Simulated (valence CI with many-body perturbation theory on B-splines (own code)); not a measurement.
## E1 line list for Ca13+

Computed by valence CI with perturbative core correlation (CI+MBPT): five valence electrons over a frozen Dirac-Fock core [He], radial functions for each j: 9 s, 9 p, 8 d, 6 f, 3 g, 1 h, with the one-electron correlation potential Σ1, the two-electron term Σ2, the three-electron term Σ3, Breit, model QED; selected CI, second order for the rest (own B-spline code, finite nucleus).

No measured levels were compared; by estimate levels of excited configurations hold to 0.05 to 0.15 % of their energy, terms of the ground configuration to about 0.5 %. Among the levels kept, up to 1900 cm⁻¹ of a level comes from second order outside the variational space, and about a tenth of that is noise between levels of different J, which matters for small intervals.

Lines 51 to 100 of 278 in falling wavelength, among levels below 529.27 eV, chosen from the strongest by gf and those to the six lowest levels. Wavelengths and rates use the calculated energies, so an error of 400 cm⁻¹ moves a line at 556.5 Å by 0.22 % and its rate by three times that or more. Electric multipoles are in the length gauge, E1 and E2 with the static RPA response of the core. Weak lines are less certain than strong ones. Lines between different terms over intervals too small for the method are left out, as are lines whose strength nearly cancels. Where a level lies close to another of its J and parity, the split of strength between their lines is uncertain. The highest levels of a list are the least certain.

Names give the largest LS component (configuration and term), which can be under half, so a name can repeat, a term be missing and a line seem to break the LS rules; names also repeat where a configuration has a term twice. Letters in brackets count levels of one name in rising energy.

```tsv
λ vac (Å)	Upper	Lower	A (s⁻¹)	S (a.u.)
556.5	2s²2p²3d ⁴D_7/2	2s²2p²3p ⁴P°_5/2	1.41e+09	9.57e-01
555.9	2s²2p²3d ²G_7/2	2s²2p²3p ²F°_5/2	2.04e+09	1.38e+00
555.2	2s²2p²3d ⁴P_3/2	2s²2p²3p ⁴S°_3/2	1.01e+09	3.42e-01
554.7	2s²2p²3d ⁴D_7/2	2s²2p²3p ⁴D°_7/2	5.81e+08	3.92e-01
552.3	2s²2p²3p ²D°_3/2 [b]	2s²2p²3s ²D_5/2	8.14e+08	2.71e-01
550.8	2s²2p²3d ⁴D_5/2	2s²2p²3p ⁴P°_3/2	1.36e+09	6.74e-01
546.0	2s²2p²3d ⁴P_1/2	2s²2p²3p ⁴S°_3/2	1.30e+09	2.09e-01
545.8	2s²2p²3p ²P°_3/2 [a]	2s²2p²3s ²P_1/2	3.98e+08	1.28e-01
545.7	2s²2p²3p ²D°_5/2 [a]	2s²2p²3s ⁴P_5/2	3.06e+08	1.47e-01
543.2	2s²2p²3p ²D°_5/2 [b]	2s²2p²3s ²D_5/2	1.79e+09	8.47e-01
537.2	2s²2p²3d ²F_5/2 [b]	2s²2p²3p ²D°_3/2 [b]	4.45e+08	2.05e-01
537.0	2s²2p²3d ⁴F_3/2	2s²2p²3p ²S°_1/2	9.91e+08	3.03e-01
536.2	2s²2p²3p ²P°_1/2 [a]	2s²2p²3s ²P_1/2	9.05e+08	1.38e-01
535.7	2s²2p²3d ⁴D_3/2	2s²2p²3p ⁴P°_1/2	9.54e+08	2.89e-01
533.5	2s²2p²3d ⁴D_5/2	2s²2p²3p ⁴D°_5/2	4.16e+08	1.87e-01
530.7	2s²2p²3d ⁴D_3/2	2s²2p²3p ⁴P°_3/2	4.36e+08	1.29e-01
512.8	2s²2p²3p ⁴S°_3/2	2s²2p²3s ⁴P_3/2	5.65e+08	1.50e-01
505.0	2s²2p²3p ²P°_1/2 [b]	2s²2p²3s ²D_3/2	2.09e+09	2.66e-01
504.6	2s²2p²3d ²P_3/2 [a]	2s²2p²3p ⁴D°_1/2	5.65e+08	1.43e-01
501.3	2s²2p²3d ²D_3/2 [a]	2s²2p²3p ²P°_1/2 [a]	1.29e+09	3.22e-01
501.3	2s²2p²3d ²F_7/2 [b]	2s²2p²3p ²F°_7/2	6.50e+08	3.23e-01
500.8	2s²2p²3d ⁴P_5/2	2s²2p²3p ⁴P°_5/2	1.26e+09	4.68e-01
495.1	2s²2p²3d ⁴D_1/2	2s²2p²3p ⁴D°_1/2	8.28e+08	9.92e-02
493.2	2s²2p²3d ²D_3/2 [a]	2s²2p²3p ²P°_3/2 [a]	4.61e+08	1.09e-01
487.3	2s²2p²3d ²D_5/2 [a]	2s²2p²3p ²P°_3/2 [a]	2.04e+09	6.99e-01
486.1	2s²2p²3d ⁴P_3/2	2s²2p²3p ⁴P°_5/2	7.00e+08	1.59e-01
476.5	2s²2p²3d ²P_3/2 [a]	2s²2p²3p ²S°_1/2	7.81e+08	1.67e-01
465.0	2s²2p²3d ²F_5/2 [b]	2s²2p²3p ²F°_5/2	6.42e+08	1.91e-01
464.4	2s²2p²3p ²P°_3/2 [b]	2s²2p²3s ²D_3/2	1.81e+09	3.58e-01
460.5	2s²2p²3p ²P°_3/2 [b]	2s²2p²3s ²D_5/2	1.72e+09	3.31e-01
426.0	2s²2p²3d ²D_3/2 [a]	2s²2p²3p ²D°_3/2 [a]	7.68e+08	1.17e-01
419.9	2s²2p²3p ²D°_5/2 [b]	2s²2p²3s ²P_3/2	1.85e+09	4.06e-01
400.8	2s²2p²3d ²D_5/2 [b]	2s²2p²3p ²D°_5/2 [a]	7.15e+08	1.36e-01
393.8	2s²2p²3p ²P°_1/2 [b]	2s²2p²3s ²P_3/2	1.56e+09	9.40e-02
393.2	2s²2p²3p ²D°_3/2 [b]	2s²2p²3s ²P_1/2	1.81e+09	2.17e-01
369.7	2s²2p²3d ²D_3/2 [b]	2s²2p²3p ²D°_3/2 [a]	7.64e+08	7.62e-02
368.7	2s²2p²3p ²P°_3/2 [b]	2s²2p²3s ²P_3/2	1.48e+09	1.46e-01
367.6	2s2p³3p ⁴P_5/2	2s²2p²3p ⁴S°_3/2	1.09e+09	1.60e-01
366.8	2s2p³3p ⁴P_3/2	2s²2p²3p ⁴S°_3/2	1.40e+09	1.36e-01
364.5	2s2p³3p ⁴P_1/2	2s²2p²3p ⁴S°_3/2	1.43e+09	6.84e-02
301.0	2s2p⁴ ⁴P_5/2	2s²2p³ ²P°_3/2	8.11e+06	6.55e-04
283.9	2s2p⁴ ⁴P_3/2	2s²2p³ ²P°_3/2	2.46e+07	1.11e-03
248.7	2s2p⁴ ⁴P_5/2	2s²2p³ ²D°_5/2	2.98e+07	1.36e-03
244.1	2s2p⁴ ⁴P_5/2	2s²2p³ ²D°_3/2	2.45e+07	1.05e-03
204.2	2p⁵ ²P°_3/2	2s2p⁴ ²P_3/2	1.79e+10	3.01e-01
203.1	2s2p³3s ⁴D°_3/2	2s²2p²3s ⁴P_3/2	2.86e+09	4.72e-02
203.1	2s2p³3s ⁴D°_5/2	2s²2p²3s ⁴P_3/2	6.49e+09	1.61e-01
202.2	2p⁵ ²P°_1/2	2s2p⁴ ²P_1/2	1.70e+10	1.39e-01
197.0	2s2p³3s ⁴D°_3/2	2s²2p²3s ⁴P_1/2	4.49e+09	6.78e-02
193.8	2s2p⁴ ⁴P_5/2	2s²2p³ ⁴S°_3/2	7.51e+09	1.62e-01
```
